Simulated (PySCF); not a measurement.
# ICl at B2PLYP

Level: B2PLYP. I def2-TZVPP with ECP28, Cl def2-TZVPP; scalar-relativistic core potentials (PySCF 2.14).

```
state                                           : ¹Σ⁺ (singlet), closed shell
bond length                                     : 2.330 Å
harmonic wavenumber                             : 388 cm⁻¹
force constant                                  : 2.43 mdyn/Å
rotational constant Be                          : 0.1133 cm⁻¹
anharmonicity ωexe                              : 1.26 cm⁻¹
vibration–rotation constant αe                  : 0.000485 cm⁻¹
well depth De to I + Cl                         : 2.25 eV
dissociation energy D0                          : 2.23 eV
HOMO–LUMO gap                                   : 6.59 eV
bond order (Mayer)                              : 1.04
dipole moment (positive dipole means I(−)Cl(+)) : -1.27 D
```

Correlated steps freeze 9 core orbitals. These are scalar-relativistic numbers at best; spin–orbit coupling would shift them, the dissociation energy most. B2PLYP dipoles, levels and charges come from its SCF part alone.
